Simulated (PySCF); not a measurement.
**Static response to an electric field**

Species: C8H6FN.
SMILES with atom numbers: `[N:1]#[C:2][C:3]1=[CH:4][C@@H:5]2[CH:6]=[CH:7][C@H:8]1[C@H:9]2[F:10]` (hydrogens: H11 on C4; H12 on C5; H13 on C6; H14 on C7; H15 on C8; H16 on C9)

Geometry (GFN2-xTB, Å), atoms numbered from 1 in this order:
```xyz
16
C8H6FN angstrom
N      3.7059    0.2936   -0.5111
C      2.5897    0.0761   -0.3561
C      1.2276   -0.1607   -0.1469
C      0.4944   -1.2427   -0.4414
C     -0.9283   -0.9473   -0.0237
C     -1.4024    0.1854   -0.9254
C     -0.6834    1.2588   -0.6326
C      0.2861    0.8728    0.4706
C     -0.6030   -0.1235    1.2429
F     -1.6962    0.4462    1.8287
H      0.8139   -2.1528   -0.9124
H     -1.5957   -1.7964    0.0799
H     -2.1695    0.0639   -1.6640
H     -0.7147    2.2361   -1.0720
H      0.7503    1.6825    1.0243
H     -0.0824   -0.6832    2.0277
```

Level: PBE0/def2-SVPD (PySCF), static field, nuclei fixed, core orbitals frozen in the response. The polarisability tensor in these axes (au):

```
x   111.04   7.98  -1.58
y     7.98  81.69   1.30
z    -1.58   1.30  70.84
```

**Question.** What are the eigenvalues, a third of the trace, and Δα (Δα² = ½Σ(αi − αj)² over the three pairs)?

**Answer.** Principal values 70.51, 79.96 and 113.11 au; mean 87.86 au = 13.02 Å³ = 14.49 × 10⁻⁴⁰ C²·m²/J; Δα = 38.75 au (44 % of the mean).

**Question.** What is the dipole moment, and where does it point?

**Answer.** (-3.14, -1.45, -0.37) D, 3.48 D in size, pointing from the negative to the positive side. Measured along this direction, the outermost atoms are N1 at the negative end and H12 and H13 at the positive end.

**Question.** Molar refractivity from α?

**Answer.** Lorentz–Lorenz: R = (4π/3)N_A α = 2.5225 cm³/(mol·Å³) × 13.02 Å³ = 32.8 cm³/mol, in the limit of long wavelengths.

**Question.** In TDDFT the mean static polarisability is Σ f/ω² over all singlet excitations (ω in hartree). How much of it do the 6 lowest give? Their energies (eV) and oscillator strengths: 4.43, 0.0114; 5.44, 0.0606; 6.16, 0.0027; 6.56, 0.1173; 6.65, 0.0600; 6.81, 0.0330.

**Answer.** They add up to 5.55 au, 6.3 % of the 87.86 au; the largest single term is 2.02 au, from the state at 6.56 eV. Terms in order: 0.43, 1.51, 0.05, 2.02, 1.01, 0.53 au. Higher excitations give the rest. The strengths listed sum to 0.285.

**Question.** Refractivity n − 1 of an ideal gas of it at 298.15 K and 1 atm, from the electronic α?

**Answer.** N = p/kT = 2.4615 × 10¹⁹ cm⁻³, so n − 1 = 2π × N × 13.02 × 10⁻²⁴ cm³ = 2014 × 10⁻⁶ at long wavelengths.

**Question.** Find the Langevin capture rate constant for O2+ (31.990 u) meeting this molecule (135.048 u), k = 2.342 × 10⁻⁹ cm³/s × √(α in Å³ / reduced mass in u).

**Answer.** The reduced mass is 25.86 u, so k = 1.66 × 10⁻⁹ cm³/s. The formula leaves out the permanent dipole, which adds to the capture rate.

**Question.** Directions of the eigenvectors, and the extent of the frame along each?

**Answer.** Largest value along (0.97, 0.25, -0.03), where the nuclei span 5.72 Å; middle along (-0.24, 0.96, 0.18), 4.53 Å; least along (0.07, -0.16, 0.98), 3.90 Å. The response follows the extents in order.

Geometry: GFN2-xTB; no solvent, vibrations or thermal averaging.

The run behind these numbers computed excited states as well. Time: 68 s of wall time (with the writing of density and orbital grids); peak memory 1.0 GiB. Hardware: one thread, Arm Neoverse V2 (aarch64), no GPU, shared host with 96 logical CPUs at a one-minute load of 48.
